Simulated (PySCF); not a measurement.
Isomers of C3H7ClOSi.

All values: PBE0/6-311+G(2d,p) (PySCF) at PBE0-D3(BJ)/def2-SVP geometries, gas phase, one conformer each.

**Question.** Rank by HOMO–LUMO gap, highest first.
A. `[CH3:1]/[CH:2]=[C:3](/[Cl:4])[O:5][SiH3:6]` with C2–C3–O5–Si6 180°
B. `[CH2:1]=[CH:2][CH2:3][O:4][SiH2:5][Cl:6]` with C1–C2–C3–O4 -124°, C2–C3–O4–Si5 -97°, C3–O4–Si5–Cl6 69°
C. `[Cl:1][SiH2:2][O:3][CH:4]1[CH2:5][CH2:6]1` with Cl1–Si2–O3–C4 -74°, Si2–O3–C4–C5 19°
D. `[CH3:1][O:2]/[CH:3]=[CH:4]\[SiH2:5][Cl:6]` with C1–O2–C3–C4 -176°, C3–C4–Si5–Cl6 -178°

**Answer.** C (7.84 eV), B (7.47 eV), D (6.55 eV), A (6.29 eV).

**Question.** Rank by HOMO energy, highest first.
A. `[CH2:1]=[CH:2][CH2:3][O:4][SiH2:5][Cl:6]` with C1–C2–C3–O4 -124°, C2–C3–O4–Si5 -97°, C3–O4–Si5–Cl6 69°
B. `[CH3:1]/[CH:2]=[C:3](/[Cl:4])[O:5][SiH3:6]` with C2–C3–O5–Si6 180°
C. `[CH3:1][O:2]/[CH:3]=[CH:4]\[SiH2:5][Cl:6]` with C1–O2–C3–C4 -176°, C3–C4–Si5–Cl6 -178°

**Answer.** B (-6.55 eV), C (-7.01 eV), A (-7.82 eV).

All values together:

```
           SMILES  μ (D)  HOMO (eV)  LUMO (eV)  lowest IAO charge (e)  highest IAO charge (e)  lowest Hirshfeld charge (e)  highest Hirshfeld charge (e)
    C=CCO[SiH2]Cl   1.49      -7.82      -0.35             -0.639 (O)             +1.012 (Si)                   -0.234 (O)                   +0.402 (Si)
   Cl[SiH2]OC1CC1   1.67      -7.81       0.03             -0.624 (O)             +1.008 (Si)                   -0.229 (O)                   +0.405 (Si)
  CO/C=C\[SiH2]Cl   4.39      -7.01      -0.46             -0.546 (C)             +0.818 (Si)                   -0.200 (C)                   +0.324 (Si)
C/C=C(\Cl)O[SiH3]   0.35      -6.57      -0.16             -0.570 (O)             +0.838 (Si)                   -0.207 (O)                   +0.380 (Si)
C/C=C(/Cl)O[SiH3]   0.75      -6.55      -0.26             -0.570 (O)             +0.838 (Si)                   -0.200 (O)                   +0.382 (Si)
```

Conformers: `[CH2:1]=[CH:2][CH2:3][O:4][SiH2:5][Cl:6]` with C1–C2–C3–O4 -124°, C2–C3–O4–Si5 -97°, C3–O4–Si5–Cl6 69°; `[Cl:1][SiH2:2][O:3][CH:4]1[CH2:5][CH2:6]1` with Cl1–Si2–O3–C4 -74°, Si2–O3–C4–C5 19°; `[CH3:1][O:2]/[CH:3]=[CH:4]\[SiH2:5][Cl:6]` with C1–O2–C3–C4 -176°, C3–C4–Si5–Cl6 -178°; `[CH3:1]/[CH:2]=[C:3](\[Cl:4])[O:5][SiH3:6]` with C2–C3–O5–Si6 176°; `[CH3:1]/[CH:2]=[C:3](/[Cl:4])[O:5][SiH3:6]` with C2–C3–O5–Si6 180°.
